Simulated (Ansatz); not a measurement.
PBE exchange is replaced step by step with exact exchange (0 % is PBE, 25 % PBE0; no dispersion term), basis def2-SVP, Ansatz. System: Mo3H3Se9. The state is a doublet with charge 0. Geometry: PBE-D4/def2-SVP, each spin state at its own.

Left out: 50 %, where a state is spin-contaminated, unstable or flagged.

The relaxed quartet has other bonds than the doublet, so its gap is one between isomers.

Geometry of the doublet:

```xyz
15

Mo    1.2083   -0.7272   -0.3055
Mo   -1.5107   -0.3868   -1.1901
Mo   -0.3486    0.6864    1.3951
Se    3.3852   -2.2849   -0.6473
Se    1.4777   -0.7063    2.1158
Se    3.1232   -0.1874   -1.7484
Se   -0.2317   -2.5299   -0.8682
Se   -1.6461   -0.4237   -3.4801
Se   -2.2263   -0.6717    1.3918
Se    0.0738    1.4573   -0.9312
Se   -3.8358    0.6111   -1.2807
Se   -0.4851    2.8287    2.6004
H     4.2232   -1.7991    0.4960
H    -4.1046    0.8487    0.1729
H     0.8977    3.2847    2.2796
```

In the def2 sets Mo takes a core potential; there is no spin–orbit coupling. At PBE with 35 % exact exchange/def2-SVP the charge 0 doublet is spin-contaminated (final ⟨S²⟩ up to 0.83, 0.75 for a pure state).

HOMO and LUMO are taken over both spins.

```tsv
exact exchange (%)	HOMO (eV)	LUMO (eV)	gap (eV)	⟨S²⟩	quartet − doublet (kJ/mol)
5	-4.94	-4.35	0.58	0.757	94.9
10	-5.13	-4.27	0.87	0.761	91.0
35	-6.19	-3.80	2.39	0.830	66.8
```

Question: Estimate the row for 15 %.

Answer: 
```csv
exact exchange (%),HOMO (eV),LUMO (eV),gap (eV),⟨S²⟩,quartet − doublet (kJ/mol)
15,-5.34,-4.18,1.16,0.766,86.6
```
